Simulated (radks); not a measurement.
Task: Er59+, configuration [He] 2s2 2p5. Calculated with a radial shooting solver on a logarithmic mesh with Libxc functionals: Dirac Kohn-Sham, PBE, spin-unpolarised, spherical densities, finite nucleus; open shells fill j = l - 1/2 first; Fermi nuclear charge, rms radius 5.2516 fm. Some entries of the table are withheld. Estimate them.

orbital,occ.,eigenvalue (eV),<r^2> (bohr^2),<1/r> (bohr^-1)
1s1/2,2,-62521.85,0.0005663,77.62
2s1/2,2,-14414.40,0.008369,19.11
2p1/2,2,(1),(2),(3)
2p3/2,3,(4),(5),(6)

Result: 
(1) 2p1/2 eigenvalue (eV): -14061.90
(2) 2p1/2 <r^2> (bohr^2): 0.005986
(3) 2p1/2 <1/r> (bohr^-1): 19.02
(4) 2p3/2 eigenvalue (eV): -13094.98
(5) 2p3/2 <r^2> (bohr^2): 0.007090
(6) 2p3/2 <1/r> (bohr^-1): 16.53
